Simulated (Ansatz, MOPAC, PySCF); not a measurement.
Complex: H2O (SMILES O) (first 3 atoms) with CH3F (SMILES CF); geometry from B3LYP-D3(BJ)/def2-TZVP, rigid monomers moved along the line of their centres of mass till H3···F5 is 1.80 Å.
(charge 0, multiplicity 1):
```xyz
8

O     -0.12140    -0.06330     0.58278
H      0.00781     0.63656    -0.06439
H     -0.47988     0.37229     1.36722
C      0.45190    -0.31403     3.60878
F     -0.48378     0.62505     3.15006
H     -0.07975    -1.06699     4.18933
H      0.93420    -0.76298     2.74204
H      1.17780     0.20783     4.23133
```

Interaction energies are E(AB) − E(A) − E(B) at the monomers' geometry in the complex; basis-set methods are counterpoise corrected. Rows marked so take none.

Frozen-core correlation. CBS(a, b) extrapolates the correlation energy as X⁻³ and adds the Hartree–Fock energy of set b. Rows in 3-21G, 6-31G* carry no dispersion term and start afresh at each structure (6-31G* with six Cartesian d functions). The state reached by AM1, PM3, PM7 isn't checked; PM7 holds dispersion and hydrogen-bond terms.

Codes used: Ansatz (Gaussian basis) for Hartree–Fock, density functionals and correlated methods; MOPAC for AM1, PM3, PM7 (differences of heats of formation); PySCF for 3-21G rows, 6-31G* rows, the dispersion terms. Each number belongs to the level named beside it.

Other levels give for the interaction energy: PBE/def2-TZVPPD -10.5; B3LYP/def2-TZVPPD -9.0; B3LYP-D3(BJ)/def2-TZVPPD -13.4; wB97M-V/def2-TZVPPD -13.7; MP2/CBS(aug-cc-pVDZ, aug-cc-pVTZ) + ΔCCSD(T)/aug-cc-pVDZ -13.6 kJ/mol.

Problem. What do these common cheap choices give for the same quantity: AM1, PM3, PM7, HF/3-21G (no counterpoise), HF/6-31G*, B3LYP/3-21G (no counterpoise), B3LYP/6-31G*, M06-2X/6-31G* (no counterpoise)?

Solution. AM1 -3.7; PM3 -11.2; PM7 21.1; HF/3-21G (no counterpoise) -38.3; HF/6-31G* -6.3; B3LYP/3-21G (no counterpoise) -51.5; B3LYP/6-31G* -10.2; M06-2X/6-31G* (no counterpoise) -28.9 kJ/mol. They span -51.5 to 21.1 kJ/mol.

Ansatz is a program for electronic structure.
